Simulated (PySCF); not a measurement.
This script is equivalent to a calculation on In+ (indium, charge +1).

```python
from pyscf import gto, scf, dft, mp, cc
import basis_set_exchange as bse
txt = bse.get_basis("cc-pVTZ-PP", elements=["In"], fmt="nwchem", header=False)
cut = txt.index("\nECP")
mol = gto.M(atom="In 0 0 0", charge=1, spin=0, symmetry="D2h",
            basis=gto.basis.parse(txt[:cut]),
            ecp={"In": gto.basis.parse_ecp(txt[cut:])})
mf = scf.UHF(mol)
mf.irrep_nelec = {'Ag': (4, 4), 'B1g': (1, 1), 'B2g': (1, 1), 'B3g': (1, 1), 'B1u': (1, 1), 'B2u': (1, 1), 'B3u': (1, 1)}
mf.kernel()
```

Problem. What total energy does it give?

Solution. -189.01875 hartree (calculated).

Problem. Which occupied shell lies highest, and where?

Solution. 5s, at -17.281 eV.

Energies and moments cover only the electrons outside the core potential.
